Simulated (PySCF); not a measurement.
BH4O2P. Atoms are numbered in the order given.

```xyz
8

B     -0.5016    -0.0116     0.0000
O     -1.1354    -0.0074    -1.2080
H     -2.1012     0.0087    -1.1729
O     -1.1354    -0.0074     1.2080
H     -2.1012     0.0087     1.1729
P      1.4377     0.1193     0.0000
H      1.6553    -0.8153     1.0548
H      1.6553    -0.8153    -1.0548
```
Charge 0, spin multiplicity 1.

The structure is a stationary point at B3LYP-D3(BJ)/def2-SVP. One conformer was computed; it need not be the lowest.

Method: PBE0/def2-TZVPD in PySCF.

The molecule is in vacuum.

The total energy is -518.92135 hartree. The point group is Cs and the highest occupied level is -7.25 eV. The lowest empty level is -0.61 eV and the orbital gap is 6.64 eV. The dipole moment comes out as 3.23 D and the quadrupole, principal values (traceless, Buckingham form, about the centre of nuclear charge) comes out as -6.10, -4.40, 10.51 D·Å. The mean static polarisability comes out as 52.6 bohr³ (7.79 Å³) and the polarisability, principal values is 43.6, 49.8, 64.4 bohr³.
